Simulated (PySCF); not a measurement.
A run for PySCF: R-BP86/6-31G* on GeH4 (SMILES [GeH4]).

```python
from pyscf import gto, scf, dft, mp
from pyscf.data.elements import chemcore

mol = gto.M(
    atom='''
    Ge    0.18697764   -0.15005688    0.20538804
    H     0.70287154   -1.19526948    1.20462870
    H     0.86880589   -0.35826398   -1.15466851
    H     0.49694520    1.25767441    0.73187328
    H    -1.33266865   -0.31165876    0.04504240
    ''',
    basis='6-31g*',
    cart=True,
    charge=0, spin=0, verbose=3, max_memory=1800)
mf = dft.RKS(mol, xc='b88,p86')
mf.conv_tol = 1e-8
mf.max_cycle = 100
mf.kernel()
if not mf.converged:
    mf = mf.newton().run(mf.mo_coeff, mf.mo_occ)
```

Question: Predict the final total energy.

Answer: -2079.3740 hartree.
